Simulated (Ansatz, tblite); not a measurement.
Removing an electron: the cluster Cu4⁻. Total charge -1; doublet. Geometry: r2SCAN-D4/def2-SVPD. Ansatz, gas phase; energy differences of separate SCF runs; the oxidised species is a singlet (the triplet lies 0.63 eV higher at PBE0-D4/def2-TZVPD).

Cartesian coordinates in Å:
```
Cu 1.031 1.062 1.323
Cu -1.032 -1.062 -1.322
Cu -0.892 -0.081 0.762
Cu 0.893 0.081 -0.762
```

The xTB rows come from tblite. The structure comes from a short search, and lower isomers may exist.

(1) Estimate orbital energies and vertical ionisation energies at: GFN1-xTB; GFN2-xTB; PBE-D4/def2-TZVPD; r2SCAN-D4/def2-TZVPD; PBE0-D4/def2-TZVPD.

Answers

(1) 
| level | −HOMO (eV) | vertical IE (eV) | −LUMO (eV) | HOMO–LUMO gap (eV) | remarks |
| --- | --- | --- | --- | --- | --- |
| GFN1-xTB | – | 7.74 | – | – | – |
| GFN2-xTB | – | 4.01 | – | – | – |
| PBE-D4/def2-TZVPD | -0.45 | 1.57 | -0.98 | 0.53 | HOMO above zero (-1 doublet) |
| r2SCAN-D4/def2-TZVPD | -0.23 | 1.58 | -1.23 | 1.00 | HOMO above zero (-1 doublet) |
| PBE0-D4/def2-TZVPD | -0.02 | 1.34 | -1.79 | 1.77 | HOMO above zero (-1 doublet) |

  A HOMO above zero means that the electron is unbound at that level or that self-interaction error raises the level; the energy of removing that electron tells which. HOMO and LUMO are the levels of the spin that leaves or enters (xTB has no such levels and no spin-polarisation term). Other spin states of the ions may lie lower, which would lower the ionisation energy or raise the affinity. Raw xTB energy differences between charge states are shifted by several eV; the methods need an empirical correction for them.
